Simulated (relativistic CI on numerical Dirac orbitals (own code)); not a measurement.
# L2,3 absorption of copper in several valence states

Computed multiplet spectra 2p⁶3dⁿ → 2p⁵3dⁿ⁺¹ (Dirac-Coulomb-Breit ions, Slater integrals scaled by 0.8, an assumed crystal field that grows with the charge, no charge transfer; 300 K; Lorentzian 0.4 eV and Gaussian 0.3 eV FWHM at both edges, so that L2 comes out sharper than in experiment). Peaks over 5 % are given in eV from the highest peak in the L3 region of each spectrum (height, largest 100). S of the lowest state is read from ⟨S²⟩, and the branching ratio is the share of L3, cut at the minimum between the edges.

Field parameters in Wybourne normalisation: Oh B⁴₀ = 21Dq, B⁴₄ = √(5/14) B⁴₀. The field is a parameter set, without covalency.

- Cu2+ (d9, Oh, 10Dq = 8650 cm⁻¹): S = 0.50, branching ratio 0.76; peaks 0.0 (100), 20.1 (32)
- Cu3+ (d8, Oh, 10Dq = 11150 cm⁻¹): S = 1.00, branching ratio 0.75; peaks 0.0 (100), 1.1 (15), 2.5 (24), 3.5 (7), 20.4 (23), 21.7 (28)
- Cu4+ (d7, Oh, 10Dq = 13700 cm⁻¹): S = 1.50, high spin, branching ratio 0.84; peaks -4.3 (58), -2.8 (75), -2.5 (76), -1.5 (84), 0.0 (100), 0.8 (28), 2.5 (11), 3.2 (8), 18.8 (21), 19.8 (27), 20.2 (25)

The centroid of the whole edge, which also moves with the branching ratio, lies at 936.6 (Cu2+), 940.3 (Cu3+), 941.5 (Cu4+) eV in this ionic model, in steps of 1.2 to 3.7 eV. Compounds show about 1 to 2 eV a unit and lower energies for the high valences, since ligands screen the charge. The multiplet shape follows the d count and the spin state, and so serves as a fingerprint of valence. Real compounds of Cu4+ are mostly low spin, since covalency shrinks the Slater integrals more than this scale does.
